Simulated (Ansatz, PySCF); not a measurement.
CH5AsGa (SMILES [CH3][Ga][AsH2]), doublet, at a GFN2-xTB geometry (such geometries of metal compounds can be far from the true shape) (the spin is typed, not shown lowest). Base run: PySCF with BHANDHLYP/cc-pVDZ.

Geometry (Å):
```xyz
8

Ga    -0.7242     0.9085    -0.0048
C     -0.4110     1.7889    -1.9435
H     -1.0619     2.6371    -2.1730
H     -0.5680     1.0285    -2.7172
H      0.6266     2.1324    -2.0259
As     0.7957    -1.2502     0.5438
H      0.0190    -1.7641    -0.6507
H     -0.3588    -1.6751     1.4311
```
Charge 0, spin multiplicity 2.
Orbitals are unrestricted.
All else is at PySCF's defaults.

The same geometry, method and basis name were run in Ansatz (a first-principles code) and PySCF, at each program's defaults and at the settings that a row names. The base is PySCF at its defaults. Differences at the defaults can come from grids, fitting, cores and function types together.

```json
[
 {"code and settings": "PySCF, defaults (exact integrals, its default grid, spherical functions)", "ΔE vs base (mEh)": "0.000", "basis functions": "93", "E (Eh)": "-4201.67732", "SCF cycles": "11", "dipole (D)": "1.11"},
 {"code and settings": "Ansatz, defaults (factorised integrals, its default grid, spherical functions)", "ΔE vs base (mEh)": "0.003", "basis functions": "93", "E (Eh)": "-4201.67732", "SCF cycles": "-", "dipole (D)": "-"},
 {"code and settings": "PySCF, density fitting with def2-universal-jkfit", "ΔE vs base (mEh)": "0.012", "basis functions": "93", "E (Eh)": "-4201.67731", "SCF cycles": "11", "dipole (D)": "1.11"},
 {"code and settings": "PySCF, fine grid", "ΔE vs base (mEh)": "0.001", "basis functions": "93", "E (Eh)": "-4201.67732", "SCF cycles": "11", "dipole (D)": "1.11"},
 {"code and settings": "Ansatz, high accuracy", "ΔE vs base (mEh)": "0.000", "basis functions": "93", "E (Eh)": "-4201.67732", "SCF cycles": "-", "dipole (D)": "-"}
]
```

Open shells are given as the SCF converged; they aren't shown to be the lowest states, and a large step between rows can be another state.
